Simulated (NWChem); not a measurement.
**Ionisation of C2H4NO (-1)**

```xyz
8

C     -0.1020     1.4082    -0.1166
N     -0.8639     0.2052    -0.2824
C     -0.1707    -0.8782    -0.0031
O      1.0124    -1.0151     0.3787
H     -0.6327     2.2752    -0.5629
H      0.0910     1.6811     0.9506
H      0.9164     1.3671    -0.5690
H     -0.7902    -1.8189    -0.1535
```
Charge -1, spin multiplicity 1.

Program: NWChem. The geometry was optimised at PBE0/def2-SVP, a minimum by its harmonic frequencies. It is one conformer; others weren't searched.

Basis set: def2-TZVPD. −ε marks an orbital energy of the parent.

The spin multiplicity of the parent species was assumed, not shown to be that of its ground state. The structure started from a generated list of species. The anion's geometry comes from a basis without diffuse functions.

Task: For the first vertical ionisation energy, G0W0@LDA (SVWN5) gives 2.26 eV and G0W0@PBE gives 2.13 eV. What do G0W0@PBE0, −ε(HOMO) of HF, −ε(HOMO) of PBE give?

Result: G0W0@PBE0: 2.49 eV; −ε(HOMO) of HF: 3.48 eV; −ε(HOMO) of PBE: -0.50 eV.
